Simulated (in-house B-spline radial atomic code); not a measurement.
# Ionising the germanium ion Ge⁵⁺ with different functionals

Computed with a B-spline radial code for spherical atoms: non-relativistic Hamiltonian, point nucleus, spin-polarised at highest spin, spherical fractional occupations for the functionals, the average over the highest-spin determinants for Hartree-Fock. The ionisation energy is the difference of two self-consistent energies, [Ar] 3d9 → [Ar] 3d8, without Breit or QED terms; ε is the level of the shell that loses the electron (its least bound occupied spin orbital). There is no spin-orbit coupling in this Hamiltonian.

Hybrids are left out here: with spherical fractional occupations of an open shell their exact exchange keeps a self-interaction that integer-occupation calculations don't have.

| method | rung | ΔSCF (eV) | -ε(3d) (eV) |
| --- | --- | --- | --- |
| Hartree-Fock | Hartree-Fock | 115.64 | 119.31 |
| LDA VWN5 | LDA | 118.29 | 104.59 |
| LDA PW92 | LDA | 118.28 | 104.58 |
| LDA exchange-only | LDA | 116.07 | 102.45 |
| PBE | GGA | 117.92 | 104.22 |
| PBEsol | GGA | ? | ? |
| BLYP | GGA | 117.83 | 104.14 |
| RPBE | GGA | ? | ? |
| PW91 | GGA | 118.08 | 104.38 |
| BP86 | GGA | 118.00 | 104.29 |
| AM05 | GGA | 117.92 | 104.22 |
| OLYP | GGA | 118.39 | 104.68 |
| TPSS | meta-GGA | 117.78 | 104.10 |
| SCAN | meta-GGA | 118.12 | 104.57 |
| r2SCAN | meta-GGA | 118.18 | 104.62 |
| M06-L | meta-GGA | 118.03 | 104.45 |
| revTPSS | meta-GGA | 117.63 | 103.96 |

(1) What does PBEsol give?

(2) What does RPBE give?

(3) How do they compare with the NIST value?

## Answers

(1) ΔSCF 117.88 eV, and -ε(3d) = 104.18 eV.

(2) ΔSCF 117.82 eV, and -ε(3d) = 104.12 eV.

(3) NIST lists 115.9 eV ± 0.12 (semi-empirical, ground level to ground level). Errors run from -0.26 to +2.49 eV. The correlated functionals all miss on the same side by more than they spread, so the cause is common to them (relativity, Breit-QED terms, multiplet and fine-structure energies, or a listed next ion that isn't the cheapest removal here) and closeness doesn't rank the functionals. Hartree-Fock also lacks correlation.
